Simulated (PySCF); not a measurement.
# Continuum solvent and chemical shifts

Bonds (- single, = double, # triple, : aromatic): C1-O2, O2-C3, C3-C4, C4-O5, O5-B6, B6-C7, B6-O8, O8-C3. C1 carries H9, H10, H11; C3 carries H12; C4 carries H13, H14; C7 carries H15, H16, H17. Stereochemistry as in CO[C@@H]1COB(C)O1. H14 is cis to O2 on the ring; H13 is trans to O2 on the ring.

GIAO PBE0/pcSseg-1 in PySCF on one PBE0-D3(BJ)/def2-SVP conformer, non-relativistic, equivalent nuclei averaged. Solvents enter as an IEF-PCM continuum (chloroform with ε = 4.7, acetone with ε = 20.5) around the gas-phase geometry. Shifts are referred to TMS, BF3·OEt2 computed in the same medium.

Gas phase, δ in ppm: C3 104.9, C4 75.0, C1 55.6, C7 -5.8, B6 34.7, H12 5.04, H13 4.14, H14 3.95, H9/H10/H11 3.39, H15/H16/H17 0.34. Dipole moment 1.75 D.

**Question.** How does each δ change in the continuum?

**Answer.** 
| atoms | environment | Δδ, chloroform | Δδ, acetone |
| --- | --- | --- | --- |
| C3 | sp3 carbon bearing two oxygens | +0.5 | +0.7 |
| C4 | sp3 CH2 bonded to O | +0.8 | +1.1 |
| C1 | methyl carbon bonded to O | +0.5 | +0.7 |
| C7 | methyl carbon bonded to B | +0.1 | +0.2 |
| B6 | boron bonded to C, 2 O, in a 5-membered ring | +0.6 | +0.8 |
| H12 | hydrogen on an sp3 carbon bearing two oxygens | +0.18 | +0.26 |
| H13 | hydrogen on an sp3 CH2 bonded to O | +0.20 | +0.27 |
| H14 | hydrogen on an sp3 CH2 bonded to O | +0.02 | +0.01 |
| H9/H10/H11 | hydrogen on a methyl carbon bonded to O | +0.07 | +0.10 |
| H15/H16/H17 | hydrogen on a methyl carbon bonded to B | +0.03 | +0.05 |

Changes are relative to the gas phase. The dipole moment becomes 2.09 D in chloroform, 2.22 D in acetone.

**Question.** Which of the listed nuclei move most (in ppm), and what does the model miss? (N and O are left out, as their reference compounds move with the solvent too.)

**Answer.** C4 (sp3 CH2 bonded to O, +1.1 ppm) in acetone. A continuum only polarises the solute; specific hydrogen bonds, the anisotropy of aromatic solvents and changes of geometry or conformer are outside it.
